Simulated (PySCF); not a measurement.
**Nuclear quadrupole coupling in `CC/C(=C\F)CCO`**

C6H11FO.
Atom-mapped SMILES: `[CH3:1][CH2:2]/[C:3](=[CH:4]\[F:5])[CH2:6][CH2:7][OH:8]` (hydrogens: H9, H10, H11 on C1; H12, H13 on C2; H14 on C4; H15, H16 on C6; H17, H18 on C7; H19 on O8)

Structure used (GFN2-xTB), in Å, numbered top down from 1:
```xyz
19
C6H11FO angstrom
C      2.3755    0.0350    0.5713
C      0.9712    0.5860    0.8275
C     -0.0780   -0.3681    0.3310
C     -0.7212   -1.2004    1.1369
F     -0.5006   -1.2356    2.4686
C     -0.4177   -0.3342   -1.1308
C     -1.5095    0.7172   -1.4031
O     -2.7408    0.3804   -0.8214
H      2.5184   -0.8965    1.1135
H      2.5307   -0.1554   -0.4884
H      3.1239    0.7488    0.9063
H      0.8436    0.7488    1.8987
H      0.8619    1.5445    0.3152
H     -1.4630   -1.9260    0.8370
H      0.4666   -0.0760   -1.7131
H     -0.7886   -1.3055   -1.4602
H     -1.6995    0.7838   -2.4764
H     -1.1723    1.7023   -1.0479
H     -2.6106    0.2603    0.1278
```

Field gradients from the PBE0/pcSseg-1 density (PySCF, non-relativistic), principal values in atomic units, ordered |Vxx| ≤ |Vyy| ≤ |Vzz|:

```csv
atom,Vxx,Vyy,Vzz
O8,0.0693,1.8614,-1.9308
```

Task: Find the asymmetry η = (Vxx − Vyy)/Vzz and the couplings χ = eQV/h (234.96 MHz × Q in barn × V in au), with Q(17O) = −0.0256 b.

Result: 
```csv
atom,environment,nucleus,η,χzz (MHz),χxx (MHz),χyy (MHz)
O8,alcohol oxygen,17O,0.93,11.61,-0.42,-11.20
```

At O8 η is above 0.9: Vyy and Vzz are nearly equal in size and opposite in sign, so a small change could swap them and flip the sign of χzz. 

Task: What is Vzz at O8 in SI units (1 au = 9.71736 × 10²¹ V/m²)?

Result: -1.9308 au = -18.762 × 10²¹ V/m².

Were the hydrogens deuterons (Q(2H) = 0.00286 b), χzz would run from 191 kHz (H18) to 305 kHz (H19).

Isolated species at its GFN2-xTB geometry (one conformer only). GFN2-xTB bond lengths can be off by several hundredths of an ångström, more for odd bonds, and the gradients follow them. These gradients aren't converged with respect to the basis.
